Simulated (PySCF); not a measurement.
Stepwise substitution at one centre (In Cl-NH2). All species are isolated molecules in the gas phase. One relaxed conformer stands for each flexible species; it need not be the lowest. Strings in code marks are SMILES.

All values below come from B3LYP-D3(BJ)/def2-TZVP run with PySCF. B3LYP has the VWN-RPA correlation part, as in Gaussian. Excitations are Tamm–Dancoff values on a coarser integration grid. The basis has no diffuse functions, so Rydberg states are missing or too high.

| species | T1 excitation (TDA) (eV) | HOMO–LUMO gap (eV) |
|---|---|---|
| 0 of 3 Cl replaced by NH2 | 4.37 | 5.77 |
| 1 of 3 Cl replaced by NH2 | 3.67 | 5.31 |
| 2 of 3 Cl replaced by NH2 | 3.99 | 5.56 |
| 3 of 3 Cl replaced by NH2 (`[NH2][In]([NH2])[NH2]`) | 3.92 | 5.45 |
